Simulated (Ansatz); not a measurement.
BiMe2F (C₂H₆BiF). The state is a triplet with charge 0. Geometry PBE0-D4/def2-SVP, that of the neutral singlet; atoms count from 1.

Cartesian coordinates in Å:
```
Bi 1.2841 -0.5243 -0.2576
C -0.4706 -1.2508 0.9717
H -1.3574 -1.3805 0.3344
H -0.6547 -0.4653 1.7187
H -0.2288 -2.1951 1.4787
C 0.0306 1.0697 -1.2593
H 0.6104 1.5887 -2.0353
H -0.2518 1.7807 -0.4695
H -0.8710 0.6199 -1.7014
F 1.9091 0.7569 1.2196
```

In the def2 sets Bi takes a core potential; there is no spin–orbit coupling. At PBE0-D4/def2-TZVP a singlet of charge 0 lies 4.06 eV below the triplet at the same geometry.

Problem. Estimate the Mulliken populations from the PBE0/def2-TZVP orbitals of Ansatz.

Solution. 
```
atom  charge (e)  spin (α − β)
 Bi1        0.57          1.38
  C2       -0.54          0.21
  H3        0.16          0.01
  H4        0.18          0.02
  H5        0.16         -0.01
  C6       -0.54          0.21
  H7        0.16         -0.01
  H8        0.17          0.02
  H9        0.16          0.00
 F10       -0.47          0.17
```
Mulliken values depend strongly on the basis.

Problem. Where does the spin sit?

Solution. Summed by element: Bi 1.38, C 0.42, H 0.03, F 0.17, of 2 unpaired in all. Largest on single atoms: Bi1 1.38, C2 0.21, C6 0.21.

Problem. And the Mayer bond orders between heavy atoms (over 0.3)?

Solution. Bi1–C2 0.85 (2.26 Å); Bi1–C6 0.85 (2.26 Å); Bi1–F10 0.67 (2.05 Å).
